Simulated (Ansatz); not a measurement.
Compare A (`C=C[O][AlH][F]`) with its isomer B (`C=[C](F)[AlH][OH]`).

Calculated with Ansatz (gas phase, PBE0-D4/def2-TZVP geometries, no zero-point term in ΔE). CCSD(T)/CBS adds triple-zeta CCSD(T) − MP2 to the extrapolated MP2 energy (def2 sets, frozen cores). Functionals use def2-TZVPP. B3LYP here is the variant with VWN-RPA as its local correlation; programs differ in this. One conformer a species, not always the lowest.

Task: Which is lower in electronic energy at CCSD(T)/CBS, and by how much? (An estimate is asked.)

Result: Computed: A, by 189.5 kJ/mol.

Task: Give E(B) − E(A) in kJ/mol with BLYP-D4, r2SCAN-D4, CCSD(T)/def2-SVP, MP2/def2-TZVPP, B3LYP, PBE0-D4, PBE-D4. (Estimate.)

Result: Ansatz gave: BLYP-D4 181.6, r2SCAN-D4 185.4, CCSD(T)/def2-SVP 197.4, MP2/def2-TZVPP 195.8, B3LYP 187.9, PBE0-D4 181.3, PBE-D4 174.6. None reverses the order clearly.

Task: Does the order hold for the free energy at 298.15 K (harmonic terms from PBE0-D4)? (Best estimate.)

Result: The calculation gave: Yes: G(B) − G(A) = +187.1 kJ/mol, for one conformer each. Modes under 60 cm⁻¹, often nearly free rotors, make the harmonic entropy too high.

Largest T1 diagnostic: 0.013.

Leaving LDA and LC-ωPBE aside and taking each functional with its dispersion term where it has one, the values, not all of them listed here, spread over 19.4 kJ/mol, from revPBE-D4 to BHLYP-D4. From r2SCAN to r2SCAN0 (25 % exact exchange), in def2-TZVPP and without D4, E(B) − E(A) moves by +4.1 kJ/mol.
